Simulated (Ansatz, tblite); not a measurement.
Cost and result up the ladder for MgBr₂⁻ (the lowest doublet isomer of a short search) (3 atoms). Charge -1, multiplicity 2. Geometry: r2SCAN-D4/def2-TZVPD.

```
atom   x (Å)   y (Å)   z (Å)
 Mg1   0.011  -0.552   0.653
 Br2  -1.690  -0.728  -1.147
 Br3   1.680   1.280   0.494
```

Ansatz on 4 threads of Arm Neoverse V1 on a shared host; xTB runs through tblite on one thread. Times are rough, summed over both states, and most runs start from the orbitals of an earlier one. PBE0-D4/def2-TZVPD serves as the yardstick here, not as an exact answer. The other state is a singlet.

The xTB rows come from tblite. The structure comes from a short search, and lower isomers may exist.

Raw xTB energies of ions are shifted by several eV, and xTB has no spin-polarisation term.

```json
{"level": "GFN1-xTB", "functions": "22", "wall time": "0.004 s"}
{"level": "GFN2-xTB", "functions": "27", "wall time": "0.007 s"}
{"level": "PBE-D4/def2-TZVPD (with forces)", "functions": "149", "wall time": "3.7 s"}
{"level": "PBE0-D4/def2-TZVPD", "functions": "149", "wall time": "5.6 s"}
{"level": "r2SCAN-D4/def2-TZVPD", "functions": "149", "wall time": "9 s"}
```

(1) Estimate what each level gives for the vertical IE (eV).

Answers

(1) 
| level | vertical IE (eV) | difference from PBE0-D4/def2-TZVPD (eV) | remarks |
| --- | --- | --- | --- |
| GFN1-xTB | 5.04 | 3.01 | – |
| GFN2-xTB | 5.83 | 3.80 | – |
| PBE-D4/def2-TZVPD (with forces) | 1.96 | -0.07 | HOMO above zero (-1 doublet) |
| PBE0-D4/def2-TZVPD | 2.03 | 0.00 | – |
| r2SCAN-D4/def2-TZVPD | 2.01 | -0.01 | HOMO above zero (-1 doublet) |
